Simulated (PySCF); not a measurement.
# Fluorine: a sound run and one with changed settings

Sound run: F²⁺ [He] 2s2 2p3, F³⁺ [He] 2s2 2p2. Calculation: PySCF 2.14, in cc-pVDZ (3s2p1d, 14 functions); no relativity, point nucleus. In the sound run the correlated levels freeze 1s2. The sound run starts from symmetry-adapted Hartree-Fock orbitals and uses a fine grid where one is needed.

A second run was set up differently.

```
species   method  sound run (hartree)  changed run (hartree)  converged
    F²⁺      UHF            -97.57269              -96.22428        yes
    F²⁺      LDA            -97.11434              -95.73133        yes
    F²⁺      PBE            -97.68464              -96.29929        yes
    F²⁺      MP2            -97.64118              -96.22428        yes
    F³⁺      UHF            -95.28570              -93.82001        yes
    F³⁺      LDA            -94.79080              -93.31062        yes
    F³⁺      PBE            -95.37148              -93.88073        yes
    F³⁺      MP2            -95.34350              -93.83276        yes
    F³⁺  CCSD(T)            -95.36688              -93.84293        yes
```

Ionisation energy of F²⁺:

| method | sound run (eV) | changed run (eV) |
| --- | --- | --- |
| UHF | 62.232 | 65.423 |
| LDA | 63.227 | 65.871 |
| PBE | 62.944 | 65.812 |
| MP2 | 62.523 | 65.076 |
| SCS-MP2 | 62.342 | 65.007 |

(1) What was changed?
A. minimal basis
B. angular grid far too coarse
C. level shift left on
D. all electrons correlated in a valence basis

Results:

(1) A. It used basis STO-3G. A minimal basis cannot let orbitals breathe on ionisation and holds almost no correlation.
